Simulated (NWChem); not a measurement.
Program: NWChem. System: CH3S, charge 0, spin multiplicity 2, at a geometry optimised with UPBE0/def2-SVP. The structure started from a generated list of species. Its SCF solution wasn't tested for a lower state. Level: UHF/def2-TZVP.

Input file:

```
start mol
memory heap 200 mb stack 900 mb global 1100 mb
geometry units angstroms nocenter noautoz noautosym
  C     -1.033350     0.470235     0.064768
  S      0.497951    -0.311638    -0.028602
  H     -1.911062    -0.175805     0.037741
  H     -1.132517     1.552008    -0.018366
  H      1.276456     0.788590     0.049649
end
basis spherical
  * library def2-tzvp
end
scf
  uhf
  nopen 1
  maxiter 100
  thresh 1e-7
  semidirect memsize 60000000 filesize 0
  # guess.movecs holds the orbitals of an unrestricted PBE0 run
  vectors input guess.movecs output mol.movecs
end
task scf energy
```

Output (cleaned and shortened):

```
             Northwest Computational Chemistry Package (NWChem) 7.3.0
             --------------------------------------------------------

                                NWChem Input Module
                                -------------------

 Scaling coordinates for geometry "geometry" by  1.889725989
 (inverse scale =  0.529177249)

                             Geometry "geometry" -> ""
                             -------------------------

 Output coordinates in angstroms (scale by  1.889725989 to convert to a.u.)

  No.       Tag          Charge          X              Y              Z
 ---- ---------------- ---------- -------------- -------------- --------------
    1 C                    6.0000    -1.03335000     0.47023500     0.06476800
    2 S                   16.0000     0.49795100    -0.31163800    -0.02860200
    3 H                    1.0000    -1.91106200    -0.17580500     0.03774100
    4 H                    1.0000    -1.13251700     1.55200800    -0.01836600
    5 H                    1.0000     1.27645600     0.78859000     0.04964900

 Effective nuclear repulsion energy (a.u.)      50.5371023682

            Nuclear Dipole moment (a.u.)
            ----------------------------
        X                 Y               Z
 ---------------- ---------------- ----------------
    -0.0000132281    -0.0000094486    -0.0000000000


 Summary of "ao basis" -> "" (spherical)
 ------------------------------------------------------------------------------
       Tag                 Description            Shells   Functions and Types
 ---------------- ------------------------------  ------  ---------------------
 *                         def2-tzvp                  on all atoms

 Summary of "ao basis" -> "ao basis" (spherical)
 ------------------------------------------------------------------------------
       Tag                 Description            Shells   Functions and Types
 ---------------- ------------------------------  ------  ---------------------
 C                         def2-tzvp                11       31   5s3p2d1f
 S                         def2-tzvp                13       37   5s5p2d1f
[...]
     5      2.801824  1 C  s                 71     -1.935661  3 H  s
    36     -1.809346  2 S  s                 77     -0.896949  4 H  s
    49      0.839916  2 S  px                83      0.775884  5 H  s
    50     -0.584857  2 S  py                13     -0.576176  1 C  py
     4      0.506918  1 C  s                  9      0.360619  1 C  px

 center of mass
 --------------
 x =   0.06994151 y =  -0.08601720 z =  -0.00272167

 moments of inertia (a.u.)
 ------------------
          31.522766837624          39.751744803382           4.441855492015
          39.751744803382          97.751186650874          -2.326263496589
           4.441855492015          -2.326263496589         128.697893924386

  Mulliken analysis of the total density
  --------------------------------------

    Atom       Charge   Shell Charges
 -----------   ------   -------------------------------------------------------
    1 C    6     6.33   0.85  1.12  0.48  0.71  0.11  1.19  1.39  0.40  0.01  0.05  0.01
    2 S   16    16.09   2.01  0.49  1.48  1.04  0.76  4.18  1.69  0.89  2.30  1.10  0.05  0.10  0.01
    3 H    1     0.86   0.26  0.49  0.09  0.02
    4 H    1     0.86   0.26  0.49  0.09  0.02
    5 H    1     0.87   0.23  0.50  0.11  0.02

  Mulliken analysis of the alpha density
  --------------------------------------

    Atom       Charge   Shell Charges
 -----------   ------   -------------------------------------------------------
    1 C    6     3.71   0.43  0.56  0.26  0.39  0.06  0.78  0.93  0.28  0.01  0.02  0.00
    2 S   16     8.07   1.00  0.24  0.74  0.52  0.38  2.09  0.84  0.45  1.16  0.55  0.03  0.06  0.01
    3 H    1     0.39   0.12  0.22  0.03  0.01
    4 H    1     0.39   0.12  0.22  0.03  0.01
    5 H    1     0.43   0.12  0.25  0.05  0.01

   Mulliken analysis of the beta density
   -------------------------------------

    Atom       Charge   Shell Charges
 -----------   ------   -------------------------------------------------------
    1 C    6     2.62   0.43  0.56  0.22  0.33  0.04  0.41  0.46  0.12  0.01  0.03  0.00
    2 S   16     8.02   1.00  0.24  0.74  0.52  0.38  2.09  0.85  0.43  1.14  0.55  0.02  0.04  0.01
    3 H    1     0.47   0.14  0.27  0.05  0.01
    4 H    1     0.47   0.14  0.27  0.05  0.01
    5 H    1     0.43   0.12  0.25  0.05  0.01

   Mulliken analysis of the spin density
   -------------------------------------

    Atom       Charge   Shell Charges
 -----------   ------   -------------------------------------------------------
    1 C    6     1.10   0.00 -0.00  0.04  0.06  0.02  0.37  0.46  0.15 -0.00 -0.00 -0.00
    2 S   16     0.06   0.00  0.00 -0.00  0.00 -0.00  0.00 -0.00  0.02  0.02 -0.00  0.01  0.02  0.00
    3 H    1    -0.08  -0.02 -0.05 -0.02  0.01
    4 H    1    -0.08  -0.02 -0.05 -0.02  0.01
    5 H    1    -0.00  -0.00 -0.00  0.00  0.00

       Multipole analysis of the density wrt the origin
       ------------------------------------------------

     L   x y z        total         alpha         beta         nuclear
     -   - - -        -----         -----         ----         -------
     0   0 0 0      0.000000    -13.000000    -12.000000     25.000000

     1   1 0 0     -0.107624      0.680587     -0.788199     -0.000013
     1   0 1 0      0.441709     -0.121272      0.562990     -0.000009
     1   0 0 1     -0.016258     -0.104668      0.088410     -0.000000

     2   2 0 0    -13.477320    -39.286444    -34.678453     60.487577
     2   1 1 0      1.039129     11.892179      9.907305    -20.760354
     2   1 0 1      0.140422      1.424879      0.920308     -2.204765
     2   0 2 0    -14.247965    -18.339148    -17.128538     21.219721
     2   0 1 1      0.016618     -0.711087     -0.448482      1.176187
     2   0 0 2    -17.246815     -9.893692     -7.504841      0.151718

 Task  times  cpu:        3.1s     wall:        3.1s

 Total times  cpu:        3.1s     wall:        3.1s
```
